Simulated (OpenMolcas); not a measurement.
Computed levels of 5d7 in ions with 75 electrons, in cm-1 above 4F 9/2.

```json
{
  "Program": "OpenMolcas",
  "Method": "MS-CASPT2, IPEA 0.25 Eh, imaginary shift 0.1 Eh",
  "Basis": "ANO-R2",
  "Scalar Hamiltonian": "X2C, finite nucleus",
  "Spin-orbit coupling": "state interaction with AMFI integrals over the reference wave functions, term energies averaged over their components"
}
```

Active space for each ion: 7 electrons in 10 orbitals (5d 6d); closed shells correlated by CASPT2: 5s 5p.

```csv
Level,Ir2+,Au4+
4F 7/2,7550,11830
4P 5/2,13840,19990
2G 9/2,16090,21820
4P 1/2,16840,23710
2G 7/2,21690,29850
2H 11/2,21800,28940
2D 5/2(1),24770,34960
2P 1/2,28050,39680
2F 5/2,29230,38350
```

Task: Estimate 4F 7/2, 4P 5/2, 2G 9/2 for Pt3+ from its neighbours Ir2+ and Au4+.

Result: 4F 7/2 is fine structure, which grows about as the fourth power of a screened charge, so the fourth roots are averaged: ((7550^0.25 + 11830^0.25) / 2)^4 = 9510. The calculation gives 9580, so the estimate is off by -0.7 %.
4P 5/2 is another term, which grows about linearly with the charge: (13840 + 19990) / 2 = 16915. The calculation gives 16900, so the estimate is off by +0.1 %.
2G 9/2 is another term, which grows about linearly with the charge: (16090 + 21820) / 2 = 18955. The calculation gives 18960, so the estimate is off by 0 %.

Mixed levels, with the weight of the term that names them: Ir2+ 2G 9/2 (61 %), Ir2+ 4P 1/2 (73 %), Ir2+ 2D 5/2(1) (74 %), Ir2+ 2P 1/2 (73 %), Pt3+ 2G 9/2 (58 %), Pt3+ 4P 1/2 (70 %), Pt3+ 2D 5/2(1) (71 %), Pt3+ 2P 1/2 (70 %), Au4+ 4P 5/2 (72 %), Au4+ 2G 9/2 (55 %), Au4+ 4P 1/2 (67 %), Au4+ 2D 5/2(1) (68 %), Au4+ 2P 1/2 (67 %).

CASPT2 does not keep the components of a term degenerate, so their means are used; among the terms shown or strongly mixed into the levels shown the widest spread is 960 cm-1 (5d7 4F, Pt3+). Active for correlation alone: 6d; no level in the range computed is led by a configuration that fills it, so any true level of that kind is missing. The CASPT2 spread within a term exceeds the gap to the next term for 5d7 2H and 5d7 2D(1), so the order of their levels is uncertain (holds for Ir2+; Pt3+). Levels of configurations outside the active space are missing.

A number in round brackets counts repeated terms of one configuration in the order of the reference energies.
